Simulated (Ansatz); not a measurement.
Consider the hydrogenolysis of the Si–N bond: `N[SiH]([SiH3])BF` + H₂ → `FB[SiH2][SiH3]` + NH₃.

Computed with Ansatz on PBE0-D4/def2-TZVP structures; ΔE is electronic, products minus reactants. CBS: MP2 limit from def2 TZ/QZ plus the TZ coupled-cluster correction, frozen cores. This one scheme is used for every species. DFT in def2-TZVPP. One conformer a species, not always the lowest.

`N[SiH]([SiH3])BF`:

```xyz
12

N     1.297    0.042    1.462
Si    0.659    0.147   -0.137
Si   -1.481    1.129   -0.276
B     0.502   -1.704   -0.940
F     0.610   -2.773   -0.162
H     1.311    0.838    2.078
H     1.182   -0.816    1.976
H     1.541    0.987   -1.001
H    -1.479    2.466    0.384
H    -2.501    0.287    0.410
H    -1.903    1.311   -1.694
H     0.262   -1.913   -2.100
```

H₂:

Cartesian coordinates in Å:
```
H -0.295 0.033 -0.226
H 0.295 -0.033 0.226
```

`FB[SiH2][SiH3]`:

Z-matrix (Å, degrees):
```
Si
B 1 2.027
Si 1 2.347 2 107.7
H 1 1.490 2 110.2 3 117.4
H 1 1.489 2 112.9 3 -120.2
F 2 1.322 1 120.3 3 95.1
H 2 1.203 1 123.3 3 -82.0
H 3 1.487 1 110.0 2 -62.2
H 3 1.488 1 110.0 2 57.4
H 3 1.487 1 110.7 2 177.5
```

NH₃:

Z-matrix (Å, degrees):
```
N
H 1 1.013
H 1 1.013 2 107.1
H 1 1.013 2 107.1 3 -114.5
```

(1) Is it downhill or uphill in electronic energy at CCSD(T)/CBS, and by how much? (Estimate.)

(2) What do these levels give: PBE0-D4, PBE0, HF/def2-TZVPP, MP2/def2-QZVPP, SCS-MP2/def2-QZVPP, HF/CBS(def2)? (Estimate.)

Largest T1 diagnostic among the species: 0.015.

Answers

(1) Ansatz gave: Uphill: ΔE = +3.0 kcal/mol.

(2) Ansatz gave: PBE0-D4 2.3, PBE0 1.2, HF/def2-TZVPP -0.1, MP2/def2-QZVPP 4.4, SCS-MP2/def2-QZVPP 3.5, HF/CBS(def2) 0.1 kcal/mol.

In def2-TZVPP, CCSD(T) changes the Hartree–Fock value by +2.3 kcal/mol (the triples alone add +0.6 kcal/mol) and MP2 by +4.0 kcal/mol. The D4 term adds +2.1 kcal/mol with B3LYP and +1.2 kcal/mol with PBE0; it sums over pairs of atoms, weighted by their polarisabilities, and B3LYP, whose exchange is more repulsive, gets the larger term.

B3LYP here is the variant with VWN-RPA as its local correlation; programs differ in this.
